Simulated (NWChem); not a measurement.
## Correlation energy of CF2

```
C
F 1 1.2986
F 1 1.2986 2 104.83
```
Charge 0, spin multiplicity 1.

All runs are NWChem calculations. Structure: optimised with B3LYP/def2-SVP, a minimum by its harmonic frequencies.

Basis set: 6-311G**. Each correlation energy counts from its own Hartree-Fock reference.

The correlated methods keep 3 core orbitals frozen. The Pople sets run with spherical d functions. The structure started from a generated list of species. Coupled-cluster values serve here as a point of comparison, not as the truth.

```csv
method,correlation energy (mHa)
MP2,…
SCS-MP2,-506.9
CR-CCSD[T],-548.9
CR-CCSD(T),-547.4
CCSD,-534.4
CCSD+T(CCSD),…
CCSD(T),-550.6
```

Question: Some entries are withheld; supply them.

Answer: 
- MP2, correlation energy (mHa): -524.6
- CCSD+T(CCSD), correlation energy (mHa): -552.4
